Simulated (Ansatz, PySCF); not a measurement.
Stretching the Cd1–H2 bond in CdH4Si (SMILES [SiH3][CdH]) (multiplicity 1 held, fragments rigid). Energies count from the point at 1.699 Å.
Geometry at that point (charge 0, multiplicity 1):
```
atom    x (Å)    y (Å)    z (Å)
----  -------  -------  -------
Cd    -0.5664  -0.3105  -0.0798
H     -2.0453  -1.1213  -0.2881
Si     1.6349   0.8963   0.2303
H      2.2491   0.5938   1.5500
H      1.4709   2.3720   0.1537
H      2.6257   0.5132  -0.8099
```

R- and RO- levels are restricted; in cc, def2 and unpolarised 6-31G sets they are followed outwards from rest. Active spaces are followed from a long bond inwards. Left out are points that failed, MP2 points in a non-variational dive below the minimum, coupled-cluster points behind a sign of a changed root (a jump of the amplitudes, or a one-step jump against full CI or MRCI), small-basis points behind a change of solution, and semi-empirical points at long bonds. Levels need not reach the same state.

Correlated levels freeze the cores. Rows in 3-21G, LANL2DZ carry no dispersion term and start afresh at each structure; the Pople sets are all-electron and without relativity. LANL2DZ brings its own core potentials from Na on.

Run with Ansatz (Gaussian orbitals); PySCF for 3-21G rows, LANL2DZ rows. Each number belongs to the level named beside it. In def2 rows elements past Kr take small-core potentials, without spin–orbit coupling.

Energies in kcal/mol.

```
R (Å)  R-HF/3-21G  R-HF/def2-TZVPP  R-BP86/LANL2DZ  R-CCSD(T)/def2-TZVPP  SC-NEVPT2 on CASSCF(2,2)/def2-TZVPP  FIC-MRCISD+Q on CASSCF(2,2)/def2-TZVPP
-----  ----------  ---------------  --------------  --------------------  -----------------------------------  --------------------------------------
1.359        39.2             28.9            35.1                  23.7                                 23.1                                    24.3
1.529        10.7              6.4             9.3                   4.2                                  4.0                                     4.5
1.699         0.0              0.0             0.0                   0.0                                  0.0                                     0.0
1.869        -0.9              2.2            -0.6                   3.5                                  3.5                                     3.3
2.039         3.5              8.8             3.5                  10.6                                 10.4                                    10.3
2.294        15.0             22.1            13.3                  23.4                                 23.0                                    23.0
2.549        28.6             36.5            24.6                  35.9                                 35.1                                    35.6
2.974        51.4             59.0            42.1                  52.4                                 51.1                                    52.4
3.399        71.8             77.9            56.1                  61.5                                 60.7                                    62.8
3.908        92.4             96.1            68.4                  63.0                                 65.9                                    68.7
4.588       114.0            114.2            78.5                  55.7                                 67.8                                    71.0
5.438       133.0            129.6        left out                  46.7                                 68.2                                    71.5
```

Doubts at one or more of the structures used: a restricted determinant that unrestricted orbitals would lower (R-HF/3-21G, R-HF/def2-TZVPP, R-CCSD(T)/def2-TZVPP); T1 above 0.05 (R-CCSD(T)/def2-TZVPP); other coupled-cluster roots lie near (R-CCSD(T)/def2-TZVPP).

Ansatz is a quantum-chemistry and plane-wave program.
